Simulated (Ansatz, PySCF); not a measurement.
Gas-phase reaction (SMILES): COB(Br)OC + F (HF) → COB(F)OC [fluoro(dimethoxy)borane] + Br (HBr); hydrogen fluoride cleaves one B-Br bond, a model of a ligand-exchange step.

Each molecule is optimised on its own at B3LYP-D3(BJ)/def2-TZVP (Ansatz, an electronic-structure program), one conformer each, not searched for the lowest. Cores are frozen in the correlated levels unless marked. Spin-orbit coupling is left out. Frozen are the shells of the preceding noble gas and the d and f shells that filled before the atom's block. No relativistic terms. CBS(X,Y): correlation extrapolated as X^-3; Hartree-Fock from the larger set. Thermal terms are rigid-rotor harmonic-oscillator values from B3LYP-D3(BJ) frequencies (Ansatz or PySCF) at 298.15 K and 1 atm. 1 Eh = 627.5095 kcal/mol.

```json
[
 {"species": "COB(Br)OC", "E, CCSD(T)/CBS(cc-pVTZ,cc-pVQZ) (Ansatz) (Eh)": "-2827.64728", "E, B3LYP-D3(BJ)/def2-TZVPD (Ansatz + dftd3) (Eh)": "-2829.55715", "H - E (Eh)": "0.09955"},
 {"species": "F (HF)", "E, CCSD(T)/CBS(cc-pVTZ,cc-pVQZ) (Ansatz) (Eh)": "-100.39146", "E, B3LYP-D3(BJ)/def2-TZVPD (Ansatz + dftd3) (Eh)": "-100.49389", "H - E (Eh)": "0.01259"},
 {"species": "COB(F)OC", "E, CCSD(T)/CBS(cc-pVTZ,cc-pVQZ) (Ansatz) (Eh)": "-354.77759", "E, B3LYP-D3(BJ)/def2-TZVPD (Ansatz + dftd3) (Eh)": "-355.28319", "H - E (Eh)": "0.10112"},
 {"species": "Br (HBr)", "E, CCSD(T)/CBS(cc-pVTZ,cc-pVQZ) (Ansatz) (Eh)": "-2573.28320", "E, B3LYP-D3(BJ)/def2-TZVPD (Ansatz + dftd3) (Eh)": "-2574.79060", "H - E (Eh)": "0.00927"}
]
```

Task: Work out ΔE and ΔH at 298.15 K at the first level, then ΔH at the second.

Result: 
1. ΔE = [(-354.77759) + (-2573.28320)] - [(-2827.64728) + (-100.39146)] = -0.02205 Eh = -13.8 kcal/mol at CCSD(T)/CBS(cc-pVTZ,cc-pVQZ).
2. The terms H - E add up to -0.00175 Eh, so ΔH = (-0.02205 + (-0.00175))×627.5095 = -14.9 kcal/mol.
3. At B3LYP-D3(BJ)/def2-TZVPD the same steps give ΔE = -14.3 and ΔH = -15.4 kcal/mol, a shift of -0.5 from the first level.
4. These values are not checked against measurement here, since the tables used lack a sound gas-phase enthalpy of formation for at least one species.
